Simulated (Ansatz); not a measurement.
The cluster Si₄O₄. The state is a singlet with charge 0. Geometry B3LYP-D4/def2-SVP.

```csv
atom,x (Å),y (Å),z (Å)
Si1,0.840,-1.493,1.872
Si2,0.410,1.893,-0.593
Si3,-1.094,-0.672,-0.303
Si4,1.259,-0.346,-0.955
O5,1.764,-0.823,0.592
O6,0.013,3.334,-0.901
O7,-0.701,-1.278,1.219
O8,-2.491,-0.615,-0.930
```

Another isomer (singlet) lies 3.16 eV lower at PBE0-D4/def2-TZVP; other spin states weren't run for this one.

(1) Estimate the orbital energies around the gap (eV) in Ansatz with PBE-D4/def2-TZVP, BLYP-D4/def2-TZVP, r2SCAN-D4/def2-TZVP, PBE0-D4/def2-TZVP, CAM-B3LYP-D4/def2-TZVP.

Results:

(1) 
```json
{"orbital": "HOMO−9", "PBE-D4/def2-TZVP": "-9.64", "BLYP-D4/def2-TZVP": "-9.44", "r2SCAN-D4/def2-TZVP": "-10.06", "PBE0-D4/def2-TZVP": "-11.27", "CAM-B3LYP-D4/def2-TZVP": "-12.70"}
{"orbital": "HOMO−8", "PBE-D4/def2-TZVP": "-9.21", "BLYP-D4/def2-TZVP": "-9.02", "r2SCAN-D4/def2-TZVP": "-9.60", "PBE0-D4/def2-TZVP": "-10.85", "CAM-B3LYP-D4/def2-TZVP": "-12.27"}
{"orbital": "HOMO−7", "PBE-D4/def2-TZVP": "-8.94", "BLYP-D4/def2-TZVP": "-8.76", "r2SCAN-D4/def2-TZVP": "-9.37", "PBE0-D4/def2-TZVP": "-10.63", "CAM-B3LYP-D4/def2-TZVP": "-12.05"}
{"orbital": "HOMO−6", "PBE-D4/def2-TZVP": "-8.70", "BLYP-D4/def2-TZVP": "-8.51", "r2SCAN-D4/def2-TZVP": "-9.06", "PBE0-D4/def2-TZVP": "-10.18", "CAM-B3LYP-D4/def2-TZVP": "-11.63"}
{"orbital": "HOMO−5", "PBE-D4/def2-TZVP": "-8.65", "BLYP-D4/def2-TZVP": "-8.47", "r2SCAN-D4/def2-TZVP": "-9.03", "PBE0-D4/def2-TZVP": "-10.14", "CAM-B3LYP-D4/def2-TZVP": "-11.57"}
{"orbital": "HOMO−4", "PBE-D4/def2-TZVP": "-7.98", "BLYP-D4/def2-TZVP": "-7.81", "r2SCAN-D4/def2-TZVP": "-8.28", "PBE0-D4/def2-TZVP": "-9.27", "CAM-B3LYP-D4/def2-TZVP": "-10.62"}
{"orbital": "HOMO−3", "PBE-D4/def2-TZVP": "-7.71", "BLYP-D4/def2-TZVP": "-7.53", "r2SCAN-D4/def2-TZVP": "-7.99", "PBE0-D4/def2-TZVP": "-9.07", "CAM-B3LYP-D4/def2-TZVP": "-10.45"}
{"orbital": "HOMO−2", "PBE-D4/def2-TZVP": "-7.40", "BLYP-D4/def2-TZVP": "-7.22", "r2SCAN-D4/def2-TZVP": "-7.68", "PBE0-D4/def2-TZVP": "-8.68", "CAM-B3LYP-D4/def2-TZVP": "-9.99"}
{"orbital": "HOMO−1", "PBE-D4/def2-TZVP": "-7.04", "BLYP-D4/def2-TZVP": "-6.89", "r2SCAN-D4/def2-TZVP": "-7.29", "PBE0-D4/def2-TZVP": "-8.19", "CAM-B3LYP-D4/def2-TZVP": "-9.45"}
{"orbital": "HOMO", "PBE-D4/def2-TZVP": "-6.60", "BLYP-D4/def2-TZVP": "-6.43", "r2SCAN-D4/def2-TZVP": "-6.88", "PBE0-D4/def2-TZVP": "-7.82", "CAM-B3LYP-D4/def2-TZVP": "-9.01"}
{"orbital": "LUMO", "PBE-D4/def2-TZVP": "-4.45", "BLYP-D4/def2-TZVP": "-4.27", "r2SCAN-D4/def2-TZVP": "-4.45", "PBE0-D4/def2-TZVP": "-3.82", "CAM-B3LYP-D4/def2-TZVP": "-2.80"}
{"orbital": "LUMO+1", "PBE-D4/def2-TZVP": "-3.85", "BLYP-D4/def2-TZVP": "-3.66", "r2SCAN-D4/def2-TZVP": "-3.85", "PBE0-D4/def2-TZVP": "-3.24", "CAM-B3LYP-D4/def2-TZVP": "-2.19"}
{"orbital": "LUMO+2", "PBE-D4/def2-TZVP": "-3.50", "BLYP-D4/def2-TZVP": "-3.32", "r2SCAN-D4/def2-TZVP": "-3.40", "PBE0-D4/def2-TZVP": "-2.70", "CAM-B3LYP-D4/def2-TZVP": "-1.59"}
{"orbital": "LUMO+3", "PBE-D4/def2-TZVP": "-2.92", "BLYP-D4/def2-TZVP": "-2.75", "r2SCAN-D4/def2-TZVP": "-2.77", "PBE0-D4/def2-TZVP": "-2.13", "CAM-B3LYP-D4/def2-TZVP": "-1.04"}
{"orbital": "LUMO+4", "PBE-D4/def2-TZVP": "-2.16", "BLYP-D4/def2-TZVP": "-2.03", "r2SCAN-D4/def2-TZVP": "-1.93", "PBE0-D4/def2-TZVP": "-1.38", "CAM-B3LYP-D4/def2-TZVP": "-0.38"}
{"orbital": "LUMO+5", "PBE-D4/def2-TZVP": "-1.05", "BLYP-D4/def2-TZVP": "-0.89", "r2SCAN-D4/def2-TZVP": "-0.74", "PBE0-D4/def2-TZVP": "-0.21", "CAM-B3LYP-D4/def2-TZVP": "0.84"}
```
